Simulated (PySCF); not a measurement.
## Nitrogen: a sound run and one with changed settings

Sound run: N(2+) [He] 2s2 2p1, N(3+) [He] 2s2. Calculation: PySCF 2.14, in def2-TZVP (5s3p2d1f, 31 functions); the non-relativistic Hamiltonian (point nucleus). The sound run starts from symmetry-adapted Hartree-Fock orbitals and uses a fine grid where one is needed.

A second run was set up differently.

| species | method | sound run (hartree) | changed run (hartree) | converged |
| --- | --- | --- | --- | --- |
| N(2+) | UHF | -52.81858 | -52.81858 | yes |
| N(2+) | PBE0 | -52.90455 | -52.90405 | yes |
| N(2+) | M06-2X | -52.96150 | -52.96433 | yes |
| N(3+) | UHF | -51.08045 | -51.08045 | yes |
| N(3+) | PBE0 | -51.14041 | -51.14041 | yes |
| N(3+) | M06-2X | -51.21200 | -51.21200 | yes |

Ionisation energy of N(2+):

```csv
method,sound run (eV),changed run (eV)
UHF,47.297,47.297
PBE0,48.005,47.991
M06-2X,47.606,47.683
```

Q: What was changed?
A. a valence shell is frozen
B. basis contracted for another Hamiltonian
C. all electrons correlated in a valence basis
D. angular grid far too coarse

A: D. It used 26 angular points. A coarse angular grid integrates products of high-l functions wrongly, so density functionals can shift, and the SCF can exploit the error; Hartree-Fock and MP2 need no grid.
